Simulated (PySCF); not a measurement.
PySCF 2.14 output of an unrestricted LDA calculation on a single atom or ion in aug-cc-pV5Z-PP with ECP28MDF, with a scalar-relativistic core potential:

```
SCF conv_tol = 1e-09
number electrons alpha = 13  beta = 10
    P. A. M. Dirac.,  Math. Proc. Cambridge Philos. Soc. 26, 376 (1930)
    F. Bloch.,  Z. Phys. 57, 545 (1929)
    S. H. Vosko, L. Wilk, and M. Nusair.,  Can. J. Phys. 58, 1200 (1980)
cycle= 1 E= -213.965835371508  delta_E= -0.0151  |g|= 0.126  |ddm|= 1.08
cycle= 2 E= -213.965937747963  delta_E= -0.000102  |g|= 0.124  |ddm|= 0.595
cycle= 3 E= -213.968454633346  delta_E= -0.00252  |g|= 0.00958  |ddm|= 0.338
cycle= 4 E= -213.968551579159  delta_E= -9.69e-05  |g|= 0.000513  |ddm|= 0.0505
cycle= 5 E= -213.968552014864  delta_E= -4.36e-07  |g|= 4.71e-05  |ddm|= 0.00347
cycle= 6 E= -213.96855201887  delta_E= -4.01e-09  |g|= 1.55e-06  |ddm|= 0.000299
cycle= 7 E= -213.968552018873  delta_E= -3.38e-12  |g|= 1.59e-07  |ddm|= 1.43e-05
converged SCF energy = -213.968552018873  <S^2> = 3.7506141  2S+1 = 4.000307
```

The run itself started from symmetry-adapted Hartree-Fock orbitals and held the occupation by maximum overlap, on a logarithmic radial grid, so the iterations belong to that start.

Question: Which element, charge and spin multiplicity is this?

Answer: Sn⁻ (tin, charge -1), multiplicity 4; the state was [Kr] 4d10 5s2 5p3, high-spin 4S determinant.

Energies and moments cover only the electrons outside the core potential. At LDA the highest occupied level has a positive energy, so only the finite basis holds that electron; in a semilocal or global hybrid functional this comes from self-interaction and does not mean that the real anion is unbound.
